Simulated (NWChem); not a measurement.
All runs are NWChem calculations. System: F3S, charge 0, spin multiplicity 2, at a geometry optimised with UPBE0/def2-SVP. The structure started from a generated list of species. Its SCF solution wasn't tested for a lower state. Level: UHF/def2-TZVP.

NWChem printed:

```
             Northwest Computational Chemistry Package (NWChem) 7.3.0
             --------------------------------------------------------

                                NWChem Input Module
                                -------------------

 Scaling coordinates for geometry "geometry" by  1.889725989
 (inverse scale =  0.529177249)

 Turning off AUTOSYM since
 SYMMETRY directive was detected!

                             Geometry "geometry" -> ""
                             -------------------------

 Output coordinates in angstroms (scale by  1.889725989 to convert to a.u.)

  No.       Tag          Charge          X              Y              Z
 ---- ---------------- ---------- -------------- -------------- --------------
    1 F                    9.0000    -0.31073500    -0.14191300     1.64798300
    2 S                   16.0000    -0.34948900     0.13598100     0.00000000
    3 F                    9.0000    -0.31073500    -0.14191300    -1.64798300
    4 F                    9.0000     1.24278200     0.04208200     0.00000000

 Effective nuclear repulsion energy (a.u.)     189.6732174081

            Nuclear Dipole moment (a.u.)
            ----------------------------
        X                 Y               Z
 ---------------- ---------------- ----------------
    -0.0000302356    -0.0000000000     0.0000000000

      Symmetry information
      --------------------

 Group name             Cs
 Group number              2
 Group order               2
 No. of unique centers     3

      Symmetry unique atoms

     1    2    4


 Summary of "ao basis" -> "" (spherical)
 ------------------------------------------------------------------------------
       Tag                 Description            Shells   Functions and Types
 ---------------- ------------------------------  ------  ---------------------
 *                         def2-tzvp                  on all atoms

 Summary of "ao basis" -> "ao basis" (spherical)
 ------------------------------------------------------------------------------
       Tag                 Description            Shells   Functions and Types
 ---------------- ------------------------------  ------  ---------------------
 F                         def2-tzvp                11       31   5s3p2d1f
 S                         def2-tzvp                13       37   5s5p2d1f

                                 NWChem SCF Module
                                 -----------------
[...]
   104     -0.866426  4 F  s                111      0.456930  4 F  px
    46      0.386134  2 S  px                35      0.216295  2 S  s
     5     -0.205879  1 F  s                 34     -0.206713  2 S  s
    73     -0.205879  3 F  s                105      0.200557  4 F  px

 Vector   24  Occ=0.000000D+00  E= 2.053303D-01  Symmetry=a"
              MO Center= -5.1D-01,  3.6D-01, -4.1D-12, r^2= 3.4D+00
   Bfn.  Coefficient  Atom+Function         Bfn.  Coefficient  Atom+Function
  ----- ------------  ---------------      ----- ------------  ---------------
    51      1.645368  2 S  pz                 5     -0.906656  1 F  s
    73      0.906656  3 F  s                 48      0.461947  2 S  pz
    14      0.430922  1 F  pz                82      0.430922  3 F  pz
   113     -0.210364  4 F  pz                45      0.180695  2 S  pz

 center of mass
 --------------
 x =   0.01338263 y =  -0.00520726 z =   0.00000000

 moments of inertia (a.u.)
 ------------------
         373.472332644762          -4.111902394981           0.000000000000
          -4.111902394981         500.328295568902           0.000000000000
           0.000000000000           0.000000000000         136.779148940451

  Mulliken analysis of the total density
  --------------------------------------

    Atom       Charge   Shell Charges
 -----------   ------   -------------------------------------------------------
    1 F    9     9.36   0.77  1.20  0.60  1.02  0.34  2.22  2.27  0.93  0.00  0.01  0.00
    2 S   16    15.03   2.01  0.49  1.47  1.20  0.71  4.15  1.71  0.71  1.66  0.32  0.17  0.34  0.09
    3 F    9     9.36   0.77  1.20  0.60  1.02  0.34  2.22  2.27  0.93  0.00  0.01  0.00
    4 F    9     9.24   0.77  1.20  0.60  1.03  0.32  2.22  2.27  0.81  0.00  0.02  0.00

  Mulliken analysis of the alpha density
  --------------------------------------

    Atom       Charge   Shell Charges
 -----------   ------   -------------------------------------------------------
    1 F    9     4.72   0.39  0.60  0.30  0.51  0.17  1.14  1.15  0.45  0.00  0.01  0.00
    2 S   16     7.93   1.00  0.25  0.73  0.63  0.35  2.09  0.84  0.44  1.05  0.22  0.09  0.18  0.04
    3 F    9     4.72   0.39  0.60  0.30  0.51  0.17  1.14  1.15  0.45  0.00  0.01  0.00
    4 F    9     4.63   0.39  0.60  0.30  0.51  0.16  1.12  1.14  0.39  0.00  0.01  0.00

   Mulliken analysis of the beta density
   -------------------------------------

    Atom       Charge   Shell Charges
 -----------   ------   -------------------------------------------------------
    1 F    9     4.64   0.39  0.60  0.30  0.51  0.17  1.08  1.12  0.48  0.00  0.01  0.00
    2 S   16     7.11   1.00  0.24  0.74  0.57  0.35  2.06  0.86  0.27  0.60  0.10  0.08  0.16  0.04
    3 F    9     4.64   0.39  0.60  0.30  0.51  0.17  1.08  1.12  0.48  0.00  0.01  0.00
    4 F    9     4.60   0.39  0.60  0.30  0.51  0.16  1.09  1.13  0.41  0.00  0.01  0.00

   Mulliken analysis of the spin density
   -------------------------------------

    Atom       Charge   Shell Charges
 -----------   ------   -------------------------------------------------------
    1 F    9     0.08   0.00 -0.00  0.00  0.00 -0.01  0.07  0.04 -0.03  0.00 -0.00  0.00
    2 S   16     0.82   0.00  0.00 -0.00  0.06 -0.00  0.03 -0.02  0.17  0.45  0.11  0.01  0.01 -0.00
    3 F    9     0.08   0.00 -0.00  0.00  0.00 -0.01  0.07  0.04 -0.03  0.00 -0.00  0.00
    4 F    9     0.03   0.00 -0.00  0.00  0.00 -0.00  0.03  0.01 -0.02  0.00 -0.00  0.00

       Multipole analysis of the density wrt the origin
       ------------------------------------------------

     L   x y z        total         alpha         beta         nuclear
     -   - - -        -----         -----         ----         -------
     0   0 0 0     -0.000000    -22.000000    -21.000000     43.000000

     1   1 0 0     -0.365544      0.071073     -0.436586     -0.000030
     1   0 1 0      0.208342      0.195157      0.013185     -0.000000
     1   0 0 1     -0.000000     -0.000000     -0.000000      0.000000

     2   2 0 0    -19.739747    -41.785019    -40.779953     62.825224
     2   1 1 0      0.010297     -1.202205     -0.587526      1.800027
     2   1 0 1      0.000000     -0.000000      0.000000      0.000000
     2   0 2 0    -18.955475    -11.673835     -9.689604      2.407964
     2   0 1 1      0.000000      0.000000      0.000000      0.000000
     2   0 0 2    -25.092889   -100.983940    -98.681368    174.572420

 Task  times  cpu:        8.5s     wall:        8.5s

 Total times  cpu:        8.5s     wall:        8.5s
```

Task: Write an NWChem input that would produce this output.

Result: Several could match; the one computed here: 
```
start mol
memory heap 200 mb stack 900 mb global 1100 mb
geometry units angstroms nocenter noautoz
  F     -0.310735    -0.141913     1.647983
  S     -0.349489     0.135981     0.000000
  F     -0.310735    -0.141913    -1.647983
  F      1.242782     0.042082     0.000000
  symmetry group Cs
end
basis spherical
  * library def2-tzvp
end
scf
  uhf
  nopen 1
  maxiter 100
  thresh 1e-7
  semidirect memsize 60000000 filesize 0
  # guess.movecs holds the orbitals of an unrestricted PBE0 run
  vectors input guess.movecs output mol.movecs
end
task scf energy
```
